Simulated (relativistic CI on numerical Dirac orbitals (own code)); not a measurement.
Level scheme of Au⁷⁸⁺

Computed by Dirac equation for one electron, model QED (radiative potential, 1s self-energy scaled to tabulated hydrogen-like ionisation energies) (own radial code, finite nucleus).

Configuration list: 1s, 2s, 2p, 3s, 3p, 3d, 4s, 4p, 4d, 4f, 5s, 5p, 5d, 5f, 5g, 6s, 6p, 6d. Levels of other configurations are missing.

The lowest level is 1s 2S_1/2, with 100 % of that term; Hund's rules for 1s give 2S with J = 1/2, in agreement.

```
No.  Configuration  Term    J   E (eV)    %  Landé g
  1             1s    2S  1/2      0.0  100    1.759
  2             2p   2P°  1/2  69334.4  100    0.603
  3             2s    2S  1/2  69366.7  100    1.940
  4             2p   2P°  3/2  71571.8  100    1.289
  5             3p   2P°  1/2  82881.2  100    0.639
  6             3s    2S  1/2  82890.8  100    1.975
  7             3d    2D  3/2  83546.4  100    0.779
  8             3p   2P°  3/2  83548.0  100    1.314
  9             3d    2D  5/2  83731.7  100    1.181
 10             4p   2P°  1/2  87525.4  100    0.651
 11             4s    2S  1/2  87529.3  100    1.987
 12             4d    2D  3/2  87803.6  100    0.788
 13             4p   2P°  3/2  87804.3  100    1.323
 14             4f   2F°  5/2  87882.1  100    0.846
 15             4d    2D  5/2  87882.3  100    1.190
 16             4f   2F°  7/2  87920.0  100    1.133
 17             5p   2P°  1/2  89634.6  100    0.656
 18             5s    2S  1/2  89636.6  100    1.993
 19             5d    2D  3/2  89775.8  100    0.792
 20             5p   2P°  3/2  89776.2  100    1.327
 21             5f   2F°  5/2  89816.0  100    0.850
 22             5d    2D  5/2  89816.2  100    1.194
 23             5g    2G  7/2  89835.5  100    0.882
 24             5f   2F°  7/2  89835.5  100    1.136
 25             5g    2G  9/2  89846.9  100    1.105
 26             6p   2P°  1/2  90764.0  100    0.659
 27             6s    2S  1/2  90765.1  100    1.996
 28             6d    2D  3/2  90845.1  100    0.795
 29             6p   2P°  3/2  90845.3  100    1.329
 30             6d    2D  5/2  90868.4  100    1.196
```

Energies count from the lowest computed level; ° marks odd parity.
